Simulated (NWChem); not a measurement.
Basis-set convergence for BiF3

SMILES: [F][Bi]([F])[F]
```xyz
4

Bi     0.0023     0.2541     0.0000
F     -0.8875    -0.7732     1.5253
F     -0.8875    -0.7732    -1.5253
F      1.7542    -0.7967     0.0000
```
Charge 0, spin multiplicity 1.

The numbers come from NWChem runs, not from measurements. The geometry was optimised at PBE/def2-SVP with def2 effective core potentials on Bi, a minimum by its harmonic frequencies.

Quantity: dipole moment at the level PBE0.

Effective core potentials replace the inner electrons of Bi; spin-orbit coupling is left out. The structure started from a generated list of species.

**Question.** In def2-QZVP the value is 5.30 D. Among def2-SVP, def2-SVPD, def2-TZVPP, def2-TZVP, def2-TZVPD, which is the smallest basis within 0.03 D of it?

**Answer.** def2-TZVPD, with 176 functions against 253 and about 20 % of the time. def2-QZVP isn't the basis-set limit itself, and a small set can land close by cancellation.

```tsv
basis	functions	dipole moment (D)
def2-SVP	68	5.19
def2-SVPD	101	5.43
def2-TZVPP	143	5.35
def2-TZVP	143	5.35
def2-TZVPD	176	5.30
def2-QZVP	253	5.30
```
